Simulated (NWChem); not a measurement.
Species: BeNH2Br; SMILES [Br][Be][NH2]

```xyz
5

Be     0.0003     1.1360     0.0000
Br     0.0010    -0.8426     0.0000
N     -0.0007     2.6342     0.0000
H     -0.0026     3.2168    -0.8281
H     -0.0026     3.2168     0.8281
```
Atoms are numbered in this order, from 1.

Computed with NWChem. Pople sets run with spherical d functions. All runs use the structure optimised with B3LYP/6-31G* (spherical d). B3LYP is NWChem's, with the RPA form of VWN correlation. GIAO values for the isolated, static molecule; σ is the absolute isotropic shielding, δ = σ(reference) − σ with the isolated reference molecule computed at the same levels (1H: tetramethylsilane, 15N: ammonia). Spin-orbit effects, on the heavy nuclei and on their neighbours, are missing.

```csv
level,σ Be1 (ppm),σ Br2 (ppm),δ N3 (ppm),δ H4 (ppm)
BHandHLYP/pcSseg-1,94.8,2831.4,20.1,1.07
B3LYP/6-31G*,99.7,2862.5,17.5,0.66
Hartree-Fock/6-31G*,105.1,2945.5,10.7,0.74
B3LYP/6-311G**,91.4,2813.5,23.6,0.95
PBE0/pcSseg-2,[?],2824.1,20.1,1.05
```

### Question
Fill in the missing entries.

### Answer

- PBE0/pcSseg-2, σ Be1 (ppm): 90.6
